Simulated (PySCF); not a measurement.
CH6GeN2.
SMILES with atom numbers: `[H]/[N:1]=[CH:2]\[GeH2:3][NH2:4]` (hydrogens: H5 on N1; H6 on C2; H7, H8 on Ge3; H9, H10 on N4)

Geometry (PBE0-D3(BJ)/def2-SVP, Å), atoms numbered from 1 in this order:
```xyz
10
CH6GeN2 angstrom
N      2.2613    0.1282    0.3543
C      1.2338   -0.0063   -0.3809
Ge    -0.6298    0.3664    0.1695
N     -1.7855   -1.0542    0.0621
H      1.9975    0.4653    1.2905
H      1.4117   -0.3715   -1.4116
H     -0.5265    0.8026    1.6469
H     -1.2343    1.4719   -0.7164
H     -1.4780   -1.9011    0.5323
H     -2.0808   -1.2910   -0.8809
```

Method used: EOM-IP-CCSD/aug-cc-pVDZ in PySCF, restricted Hartree–Fock reference, frozen core, non-relativistic, gas phase, PBE0-D3(BJ)/def2-SVP geometry.

Hartree–Fock orbital energies give these Koopmans values (eV): HOMO 10.21, HOMO-1 11.79, HOMO-2 12.41, HOMO-3 13.08, HOMO-4 14.04, HOMO-5 15.90, HOMO-6 16.76, HOMO-7 17.82.

Q: What vertical ionisation energies does EOM-IP-CCSD give?

A: 
| leading hole (HF orbital) | Koopmans (eV) | EOM-IP-CCSD (eV) | change (eV) | one-hole share |
| --- | --- | --- | --- | --- |
| HOMO | 10.21 | 9.02 | -1.19 | 0.95 |
| HOMO-1 | 11.79 | 10.57 | -1.22 | 0.94 |
| HOMO-2 | 12.41 | 11.94 | -0.47 | 0.95 |
| HOMO-3 | 13.08 | 12.39 | -0.69 | 0.95 |
| HOMO-4 | 14.04 | 13.07 | -0.97 | 0.94 |
| HOMO-5 | 15.90 | 14.15 | -1.75 | 0.92 |
| HOMO-6 | 16.76 | 15.33 | -1.43 | 0.94 |
| HOMO-7 | 17.82 | 16.63 | -1.19 | 0.95 |

Q: Does the order of the lines follow the orbital energies?

A: Yes, no two lines change places. The corrections run from -1.75 to -0.47 eV, with a mean of -1.11 eV over the 8 lines; no line lies above its Koopmans value. Koopmans values leave out both the relaxation of the orbitals and the change in correlation energy.

Q: At what kinetic energies would He II light (40.81 eV) eject these electrons?

A: 31.79 eV (HOMO), 30.24 eV (HOMO-1), 28.87 eV (HOMO-2), 28.42 eV (HOMO-3), 27.74 eV (HOMO-4), 26.66 eV (HOMO-5), 25.48 eV (HOMO-6), 24.18 eV (HOMO-7).

One root was sought for each valence orbital with −ε under 21 eV, eight at most, so deeper holes and satellites are missing; no vibrational structure.

The run took 7.2 min on an Arm Neoverse V1 with one thread, on a shared host, and the process peaked at 2.9 GiB of memory.

One conformer stands for the species.
